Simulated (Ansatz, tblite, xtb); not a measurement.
How methods differ on ZrNH2Cl2F (SMILES [NH2][Zr]([F])([Cl])[Cl])

ZrNH2Cl2F: 7 atoms, total charge 0, spin state singlet. SMILES: `[NH2][Zr]([F])([Cl])[Cl]`. The shape is that of a PBE0-D4/def2-TZVP optimisation. This is one conformer, not always the lowest.

Quantity: the HOMO–LUMO gap, in eV. The values are calculated.

```tsv
level	kind	program	value (eV)	CPU time
GFN2-xTB	semi-empirical	tblite	2.61	under 2 s
GFN1-xTB	semi-empirical	tblite	2.19	under 2 s
GFN0-xTB	semi-empirical	xtb	4.12	under 2 s
HF/def2-SVP (core potential)	Hartree–Fock	Ansatz	13.31	12 s
PBE0/def2-SVP (core potential)	global hybrid	Ansatz	6.55	23 s
CAM-B3LYP/def2-SVP (core potential)	range-separated hybrid	Ansatz	9.09	25 s
wB97X/def2-SVP (core potential)	range-separated hybrid	Ansatz	11.16	64 s
```

The values span 2.19 to 13.31 eV. Orbital gaps aren't excitation energies. CPU times are rough (shared hosts, several kinds of processor): they show what a rung costs within a factor of a few.
